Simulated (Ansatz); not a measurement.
Relaxation of CH$_{4}$Cl$_{2}$Ge (8 atoms, charge 0, multiplicity 1), to a largest force component of 0.02 eV/Å in at most 40 steps.

The calculation used RKS r2SCANh/def2-SVP (Ansatz 0.2.0).

```xyz
8
Properties=species:S:1:pos:R:3
Ge 0.000 0.000 0.000
C 0.000 0.000 1.960
H -1.000 -0.309 2.330
H 0.768 -0.711 2.330
H 0.232 1.020 2.330
Cl 2.094 0.000 -0.739
H -0.730 1.265 -0.516
Cl -1.046 -1.812 -0.739
```

Where does it end, and by what steps?

The run converged. The force dipped under the threshold on the way, but the program's further checks kept it going. After 7 steps the energy has fallen by 0.128 eV; H5 moved furthest, 0.25 Å.

| step | energy less start (eV) | largest force component (eV/Å) | accepted |
| --- | --- | --- | --- |
| 0 | 0.0000 | 0.996 | yes |
| 1 | -0.1041 | 0.287 | yes |
| 2 | -0.1220 | 0.065 | yes |
| 3 | -0.1240 | 0.018 | yes |
| 4 | -0.1256 | 0.047 | yes |
| 5 | -0.1264 | 0.177 | yes |
| 6 | -0.1267 | 0.194 | yes |
| 7 | -0.1279 | 0.002 | yes |

```xyz
8
Properties=species:S:1:pos:R:3
Ge -0.030 0.033 0.029
C 0.002 -0.009 1.956
H -1.021 -0.107 2.344
H 0.597 -0.870 2.286
H 0.455 0.913 2.341
Cl 2.002 0.129 -0.689
H -0.801 1.177 -0.626
Cl -0.886 -1.814 -0.684
```

Whether the end is a true minimum wasn't checked by a vibrational analysis.

The run took 13 s on 2 threads of AMD EPYC 9R45 96-Core Processor (Zen 5), with other jobs on the host, peak memory 0.28 GiB.
